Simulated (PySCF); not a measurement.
**Spectroscopy problems**

Method: PBE0/pcSseg-1 with gauge-including orbitals, GFN2-xTB geometry, in PySCF 2.14.0 with density-fitted response routines (fast rotation and ring inversion assumed for equivalent nuclei, a single conformation, in vacuum, non-relativistic Hamiltonian).

References, each an isolated molecule treated in the same way: 1H, 13C against TMS. Where no couplings were computed, multiplicities follow the n + 1 count of equivalent neighbours, and m marks all less simple cases (inequivalent or close neighbours, rings, F or P nearby). Shifts are as computed. Against solution values, carbons near 30 ppm lie about +3 ppm off and those near 130 ppm about +5 ppm. Of 1211 compounds with measured shifts, 218 miss one by over three times the rms of a fit or turn the order of signals round; such compounds aren't used in these exercises.

(1) C$_{7}$H$_{9}$N. 1H NMR (600 MHz, computed): δ 7.96 (d, 1H), 7.19 (d, 1H), 5.90 (m, 1H), 5.82 (m, 1H), 2.71 (m, 1H), 2.62 (m, 1H), 2.61 (m, 1H), 2.55 (m, 1H), 2.12 (m, 1H). 13C{1H} NMR (computed): δ 152.4 (CH2), 142.1 (CH), 134.4 (CH), 52.5 (CH), 41.1 (CH), 37.6 (CH2), 31.5 (CH). What is it?

(2) C$_{5}$H$_{11}$NSi. 1H NMR (600 MHz, computed): δ 4.60 (s, 3H), 3.63 (s, 2H), 2.70 (s, 3H), 2.03 (s, 3H). 13C{1H} NMR (computed): δ 86.5 (C), 83.4 (C), 45.9 (CH2), 39.5 (CH3), 4.7 (CH3). What is it?

Answers

(1) SMILES C1=CC[C@@H]2[C@H](N=C)[C@H]12. Rings plus π bonds: 4 (2 rings in the answer). 7 carbon signals for 7 carbons: no two carbons are equivalent. Carbon types of the structure: 5 × CH, 2 × CH2, which accounts for all hydrogens. δC 152.4: C=N carbon. δC 142.1, 134.4: alkene CH; an sp2 carbon of a C=C bond. δC 52.5, 41.1, 31.5: three-membered-ring carbon. δH 2.62, 2.55, 2.12: hydrogen on a three-membered-ring carbon.

The shifts were computed for this structure.

(2) `CN(CC#CC)[SiH3]`. The formula gives 2 degrees of unsaturation (no ring in the answer). 5 carbon signals for 5 carbons: no two carbons are equivalent. Carbon types of the structure: 2 × C, 1 × CH2, 2 × CH3, leaving 3 H on heteroatoms. δC 86.5, 83.4: alkyne carbon; sp carbons lie upfield of alkene carbons because the cylindrical π system leaves one tensor component strongly shielded. δC 45.9: propargylic sp3 CH2 bonded to N; pulled downfield by the heteroatom. δC 39.5: methyl carbon bonded to N; the inductive effect lowers its shielding. δH 3.63: hydrogen on a propargylic sp3 CH2 bonded to N; its carbon carries N, hence the downfield position.

The shifts were computed for this structure.
